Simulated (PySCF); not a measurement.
# [MoO2]+: from structure and modes to constants

Method: PySCF, UPBE0, basis Mo def2-TZVP with ECP28, O def2-TZVP (scalar-relativistic core potentials, no spin–orbit coupling, density fitting).

The doublet minimum has C2v symmetry. Masses (u): Mo 97.90541, O 15.99492.

```xyz
3
charge 1 multiplicity 2, angstrom
Mo    0.0000    0.0000   -0.2448
O     1.3086    0.0000    0.7493
O    -1.3086    0.0000    0.7493
```

Harmonic wavenumbers (cm⁻¹): 372.1 (a1, ×1), 1042.4 (b2, ×1), 1118.9 (a1, ×1).

Question: What is the harmonic zero-point energy?

Answer: Half the sum of all 3 wavenumbers, 2533/2 = 1267 cm⁻¹, which is 15.2 kJ/mol (1 cm⁻¹ = 0.0119627 kJ/mol).

Question: Find the vibrational entropy and heat capacity at 298.15 K.

Answer: With u = 1.43878 ω/T, each mode gives S = R[u/(eᵘ−1) − ln(1−e⁻ᵘ)] and C = R u² eᵘ/(eᵘ−1)².
```
ω (cm⁻¹)      u  S (J/(mol K))  C (J/(mol K))
   372.1  1.796           4.48           6.40
  1042.4  5.030           0.33           1.39
  1118.9  5.400           0.24           1.11
```
The sums over all modes are S = 5.1 and C = 8.9 J/(mol K); the softest mode gives 89 % of the entropy.

This need not be the most stable arrangement of these atoms. Open d and f shells are described by one determinant, and the ground state may have another occupation or spin.
